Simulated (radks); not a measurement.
Values are calculated unless marked as measured or tabulated.
Neutral xenon, 54 electrons, occupied as [Kr] 4d10 5s2 5p5 7d1 (not the ground configuration).

Code: a radial shooting solver on a logarithmic mesh with Libxc functionals. Model: scalar-relativistic Kohn-Sham, PBE, spin-polarised, spherical densities, finite nucleus; open shells are filled with parallel spins first (spin-orbit coupling, left out, can overturn this in heavy ions); Fermi nuclear charge, rms radius 4.7859 fm.

Energy parts (hartree):
part                        energy
total                  -7446.61499
kinetic                 7830.38619
electron-nucleus      -18006.83250
Hartree                 2916.12602
exchange-correlation    -186.29470

Orbitals (lengths in bohr, moments of r in powers of bohr):
orbital  occ.  eigenvalue (hartree)    <1/r>      <r^2>
1s up       1             -1263.411    58.10  0.0009638
1s down     1             -1263.409    58.10  0.0009638
2s up       1             -196.8974    13.33    0.01549
2s down     1             -196.8967    13.33    0.01549
2p up       3             -176.7136    12.73    0.01228
2p down     3             -176.7124    12.73    0.01228
3s up       1             -40.52651    4.792     0.1073
3s down     1             -40.52527    4.792     0.1073
3p up       3             -34.00699    4.552     0.1074
3p down     3             -34.00557    4.552     0.1074
3d up       5             -24.33792    4.311    0.09328
3d down     5             -24.33654    4.311    0.09327
4s up       1              -7.57284    1.951     0.5799
4s down     1              -7.56990    1.951     0.5799
4p up       3              -5.50828    1.791     0.6660
4p down     3              -5.50530    1.791     0.6656
4d up       5              -2.49882    1.513     0.8972
4d down     5              -2.49443    1.514     0.8941
5s up       1              -1.02696   0.7153      3.758
5s down     1              -1.00102   0.7173      3.754
5p up       3              -0.58407   0.5905      5.431
5p down     2              -0.55746   0.5888      5.501
7d up       1              -0.01982  0.05624      623.1

The highest occupied level is 7d up at -0.539 eV. Summed over all electrons, <r^2> = 673.9 bohr^2, which gives a Langevin (diamagnetic) susceptibility term of -534 x 10^-6 cm^3/mol. Spin moment in Bohr magnetons: 2. The density falls to 0.001 e/bohr^3 at r = 4.12 bohr. The electron density at the nucleus is 2.806e+05 e/bohr^3 (large components only). The spin density at the nucleus is -0.8567 e/bohr^3 (1s -0.1816, 2s 0.0471, 3s 0.0368, 4s 0.1496, 5s -0.9087).
